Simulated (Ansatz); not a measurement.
Reaction (substitution at a C–C bond): `CCC#CCCCCC` + `BNB` → `BN(B)CC` + `C#CCCCCC`

Program: Ansatz. Geometries: PBE0-D4/def2-TZVP. ΔE: electronic, gas phase. CCSD(T)/CBS adds triple-zeta CCSD(T) − MP2 to the extrapolated MP2 energy (def2 sets, frozen cores). Functionals use def2-TZVPP. B3LYP here is the variant with VWN-RPA as its local correlation; programs differ in this. Each species was taken in one conformer, which may not be the lowest.

`CCC#CCCCCC`:

```xyz
25

C     0.165    0.515   -3.506
C    -1.300    0.148   -3.283
C    -1.606   -0.119   -1.886
C    -1.834   -0.329   -0.723
C    -2.080   -0.594    0.686
C    -0.816   -0.984    1.454
C     0.237    0.109    1.476
C     1.500   -0.291    2.222
C     2.548    0.808    2.240
H     0.356    0.707   -4.564
H     0.430    1.410   -2.940
H     0.821   -0.294   -3.179
H    -1.556   -0.733   -3.883
H    -1.943    0.958   -3.643
H    -2.527    0.294    1.147
H    -2.825   -1.393    0.775
H    -1.101   -1.243    2.480
H    -0.394   -1.891    1.007
H     0.491    0.383    0.446
H    -0.186    1.011    1.936
H     1.242   -0.572    3.250
H     1.919   -1.192    1.759
H     2.165    1.710    2.726
H     2.846    1.083    1.225
H     3.447    0.498    2.778
```

`BNB`:

```xyz
8

B    -1.051   -0.684   -0.207
N     0.060    0.158   -0.461
B     1.013    0.585    0.497
H    -1.221   -1.083    0.905
H    -1.786   -0.975   -1.105
H     0.184    0.483   -1.411
H     1.910    1.299    0.156
H     0.891    0.216    1.626
```

`BN(B)CC`:

Cartesian coordinates in Å:
```
B -1.435 0.464 -1.034
N -0.343 0.618 -0.142
B 0.517 1.743 -0.228
C -0.082 -0.416 0.866
C 0.835 -1.498 0.336
H -2.143 -0.498 -0.928
H -1.627 1.294 -1.869
H 1.427 1.841 0.547
H 0.315 2.567 -1.066
H 0.363 0.057 1.744
H -1.036 -0.850 1.174
H 1.798 -1.076 0.036
H 1.018 -2.259 1.099
H 0.393 -1.988 -0.536
```

`C#CCCCCC`:

```xyz
19

C     2.511   -0.957   -1.767
C     2.236   -0.441   -0.718
C     1.881    0.167    0.553
C     0.703   -0.526    1.247
C    -0.573   -0.573    0.421
C    -1.143    0.791    0.064
C    -2.463    0.693   -0.682
H     2.762   -1.410   -2.696
H     2.754    0.146    1.213
H     1.651    1.224    0.387
H     1.004   -1.545    1.506
H     0.515   -0.003    2.190
H    -1.328   -1.139    0.980
H    -0.386   -1.138   -0.499
H    -1.280    1.379    0.980
H    -0.425    1.343   -0.550
H    -2.344    0.133   -1.614
H    -3.217    0.176   -0.082
H    -2.857    1.679   -0.935
```

```json
{"level": "LDA (SPW92)", "ΔE (kJ/mol)": "45.3", "difference from CCSD(T)/CBS": "1.8"}
{"level": "r2SCAN-D4", "ΔE (kJ/mol)": "49.8", "difference from CCSD(T)/CBS": "6.3"}
{"level": "r2SCANh-D4", "ΔE (kJ/mol)": "50.5", "difference from CCSD(T)/CBS": "7.0"}
{"level": "CAM-B3LYP-D4", "ΔE (kJ/mol)": "47.4", "difference from CCSD(T)/CBS": "3.9"}
{"level": "B2PLYP", "ΔE (kJ/mol)": "50.4", "difference from CCSD(T)/CBS": "6.9"}
{"level": "BLYP", "ΔE (kJ/mol)": "54.7", "difference from CCSD(T)/CBS": "11.2"}
{"level": "B3LYP", "ΔE (kJ/mol)": "54.8", "difference from CCSD(T)/CBS": "11.3"}
{"level": "RPA@PBE/def2-TZVPP", "ΔE (kJ/mol)": "39.4", "difference from CCSD(T)/CBS": "-4.1"}
{"level": "CCSD(T)/def2-SVP", "ΔE (kJ/mol)": "45.1", "difference from CCSD(T)/CBS": "1.6"}
{"level": "CCSD/def2-TZVPP", "ΔE (kJ/mol)": "45.0", "difference from CCSD(T)/CBS": "1.5"}
{"level": "CCSD(T)/CBS", "ΔE (kJ/mol)": "43.5", "difference from CCSD(T)/CBS": "0"}
```

Largest T1 diagnostic among the species: 0.011.

Leaving LDA and LC-ωPBE aside and taking each functional with its dispersion term where it has one, the values, not all of them listed here, spread over 6.8 kJ/mol, from BLYP-D4 to HSE06-D4. LDA lies −8.4 kJ/mol from PBE without D4. The D4 term adds −7.2 kJ/mol with B3LYP and −3.6 kJ/mol with PBE0; it sums over pairs of atoms, weighted by their polarisabilities, and B3LYP, whose exchange is more repulsive, gets the larger term. In def2-TZVPP, CCSD(T) changes the Hartree–Fock value by −15.1 kJ/mol (the triples alone add −2.3 kJ/mol) and MP2 by −12.2 kJ/mol.
